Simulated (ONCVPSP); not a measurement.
PBE ONCV dataset for Rb, scalar-relativistic all-electron reference.

ONCVPSP 4.0.1 was run on this input:

```
# ATOM AND REFERENCE CONFIGURATION
# atsym  z   nc   nv     iexc    psfile
  Rb 37.00    8    1        4      upf
#
#   n    l    f
    1    0    2.00
    2    0    2.00
    2    1    6.00
    3    0    2.00
    3    1    6.00
    3    2   10.00
    4    0    2.00
    4    1    6.00
    5    0    1.00
#
# PSEUDOPOTENTIAL AND OPTIMIZATION
# lmax
    2
#
#   l,   rc,      ep,       ncon, nbas, qcut
    0    3.15    0.00    3    6    2.30
    1    3.20    0.16    4    8    2.30
    2    3.15    0.02    3    8    3.00
#
# LOCAL POTENTIAL
# lloc, lpopt,  rc(5),   dvloc0
    0    5    3.15    0.00
#
# VANDERBILT-KLEINMAN-BYLANDER PROJECTORs
# l, nproj, debl
    0    0    1.30
    1    1    0.70
    2    1    1.70
#
# MODEL CORE CHARGE
# icmod, fcfact, rcfact
    0    0.00    0.00
#
# LOG DERIVATIVE ANALYSIS
# epsh1, epsh2, depsh
   -2.00    5.00    0.02
#
# OUTPUT GRID
# rlmax, drl
    6.00    0.01
#
# TEST CONFIGURATIONS
# ncnf
    2
# nvcnf
#   n    l    f
    1
    5    0    0.50
#
    2
    5    0    0.00
    5    1    1.00
#
```

Command:

```bash
oncvpsp.x < Rb.dat > Rb.out
```

Output (shortened: citation, most of the input echo, consistency checks and plot data are left out):

```
ONCVPSP  (Optimized Norm-Conservinng Vanderbilt PSeudopotential)
scalar-relativistic version 4.0.1

#   n    l    f        energy (Ha)
    1    0    2.00    -5.5248264E+02
    2    0    2.00    -7.3801351E+01
    2    1    6.00    -6.5422763E+01
    3    0    2.00    -1.0951336E+01
    3    1    6.00    -8.2640281E+00
    3    2   10.00    -3.8205859E+00
    4    0    2.00    -1.1720689E+00
    4    1    6.00    -5.8667428E-01
    5    0    1.00    -8.2006474E-02

Reference configufation results
  iterations    26
  all-electron total energy (Ha)   -2.98119643D+03

Begin loop to  construct optimized pseudo wave functions
and semi-local pseudopoentials for all angular momenta

Calculating optimized projector #   1

 for l=   0

    Fraction of norm inside rc  0.120864
    Optimizing pswf for qcut=   2.30 a_B^-1,  ecut=   2.65 Ha
    Residual kinetic energy error=  4.62D-05 Ha

    Energy error per electron        Cutoff
         Ha          eV             Ha
         0.01000     0.27211        0.46
         0.00100     0.02721        1.16
         0.00010     0.00272        1.80
         0.00001     0.00027       13.67

   Wellstate for l =  1  n =  5
     eigenvalue =   0.1600
     asymptotic potential =   0.6600
     half-point radius =  5.5051

Calculating optimized projector #   1

 for l=   1

    Fraction of norm inside rc  0.215340
    Optimizing pswf for qcut=   2.30 a_B^-1,  ecut=   2.64 Ha
    Residual kinetic energy error=  9.81D-03 Ha

    Energy error per electron        Cutoff
         Ha          eV             Ha
         0.01000     0.27211        2.56
         0.00100     0.02721       17.04
         0.00010     0.00272       20.77
         0.00001     0.00027       31.52

   Wellstate for l =  2  n =  4
     eigenvalue =   0.0200
     asymptotic potential =   0.5200
     half-point radius = 15.7020

Calculating optimized projector #   1

 for l=   2

    Fraction of norm inside rc  0.226854
    Optimizing pswf for qcut=   3.00 a_B^-1,  ecut=   4.50 Ha
    Residual kinetic energy error=  3.27D-04 Ha

    Energy error per electron        Cutoff
         Ha          eV             Ha
         0.01000     0.27211        2.56
         0.00100     0.02721        3.88
         0.00010     0.00272       10.35
         0.00001     0.00027       28.55

Construct Vanderbilt / Kleinmman-Bylander projectors

Pseudoatom total energy   -0.143882

Diagnostic tests using Vanderbilt-Kleinman-Bylander pseudopotentials
  1 or more projectors used as specified by nproj input data

   l    rcore       rmatch      e in        delta e   norm test  slope test

   0   3.1680675   3.2642569  -0.0820065  -0.0000051   0.9999429   1.0001086

   1   3.2061984   3.3035455   0.1600000   0.0000009   1.0000006   1.0000006

   2   3.1680675   3.2642569   0.0200000  -0.0000794   0.9999481   0.9999481

 Testing for bound ghosts
   n   l    E NL Schr. Eq   E Basis Diag.   E Cutoff

   2   1       -0.028182        0.000796     21.27

 Testing for highly-localized positive-energy ghosts
       l    <radius>/rc     E Basis Diag.   E Cutoff

       1        0.773891        7.011307     21.27  WARNING - GHOST(+)

       1        0.480261       15.934262     21.27  WARNING - GHOST(+)

Test configuration 0

   n   l     f        eae           eps        diff
   1   0  2.0000 -552.48263653
   2   0  2.0000  -73.80135132
   2   1  6.0000  -65.42276314
   3   0  2.0000  -10.95133622
   3   1  6.0000   -8.26402806
   3   2 10.0000   -3.82058588
   4   0  2.0000   -1.17206890
   4   1  6.0000   -0.58667428
   5   0  1.0000   -0.08200647   -0.08201157   -5.10D-06

    Total energies and differences
      AE_ref= -2.98119643D+03  AE_tst= -2.98119643D+03  dif=  0.00D+00
      PS_ref= -1.43881753D-01  PS_tst= -1.43881753D-01  dif=  8.60D-16
      PSP excitation error= -8.60D-16

Test configuration 1

   n   l     f        eae           eps        diff
   1   0  2.0000 -552.58119750
   2   0  2.0000  -73.89984079
   2   1  6.0000  -65.52125044
   3   0  2.0000  -11.04976564
   3   1  6.0000   -8.36244902
   3   2 10.0000   -3.91899164
   4   0  2.0000   -1.26989415
   4   1  6.0000   -0.68387366
   5   0  0.5000   -0.15144507   -0.14770882    3.74D-03

    Total energies and differences
      AE_ref= -2.98119643D+03  AE_tst= -2.98113843D+03  dif=  5.80D-02
      PS_ref= -1.43881753D-01  PS_tst= -8.64248932D-02  dif=  5.75D-02
      PSP excitation error=  5.45D-04

Test configuration 2

psatom: WARNING lschvkbb convergence error n,l,iter=   2   1   2
ea(ii),et,emin,emax -1.321578E-01 -1.189420E-01 -1.189420E-01 -1.189420E-01
run_config: WARNING for fully non-local PS atom, stg. 2
 WARNING no output for configuration 3
```

The run took about 2.4 s on one core of a shared server CPU.
